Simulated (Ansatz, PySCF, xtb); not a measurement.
Gas-phase reaction in SMILES: C[S-] → [CH2-]S
Each molecule is optimised on its own at B3LYP-D3(BJ)/def2-TZVP (Ansatz, a quantum-chemistry and plane-wave program), one conformer each, not searched for the lowest.

Quantity: isomerisation energy (enthalpy at 298 K, with B3LYP-D3(BJ) rigid-rotor harmonic-oscillator terms from PySCF), in kJ/mol. Valence correlation only, unless marked. No spin-orbit coupling. Non-relativistic. Anions need diffuse functions: aug- sets have them; def2-D sets add few; the other sets have none. CBS marks a two-point X^-3 extrapolation of the correlation energy; Hartree-Fock from the larger set.

| level | program | isomerisation energy (kJ/mol) |
|---|---|---|
| GFN2-xTB | xtb | 192.3 |
| HF/cc-pV(D+d)Z | Ansatz | 180.0 |
| HF/def2-TZVPP | Ansatz | 173.4 |
| SVWN5/def2-TZVPD | Ansatz | 140.2 |
| r2SCAN0-D4/def2-TZVPD | Ansatz + dftd4 | 158.5 |
| MN15-D3(BJ)/def2-TZVPD | PySCF + dftd3 | 152.6 |
| wB97X-V/def2-TZVPD | Ansatz | 161.6 |
| B2PLYP/def2-TZVPD | Ansatz | 159.3 |
| MP2/def2-TZVPP | Ansatz | 151.1 |
| RI-MP2/CBS(aug-cc-pV(T+d)Z,aug-cc-pV(Q+d)Z) | Ansatz | 156.6 |
| SCS-MP2/def2-QZVPPD | Ansatz | 161.4 |
| CCSD/cc-pV(D+d)Z | Ansatz | 158.1 |
| CCSD/cc-pV(T+d)Z | Ansatz | 161.3 |
| CCSD(T)/cc-pVTZ | Ansatz | 161.9 |
| CCSD(T)/CBS(def2-TZVPPD,def2-QZVPPD) | Ansatz | 158.3 |
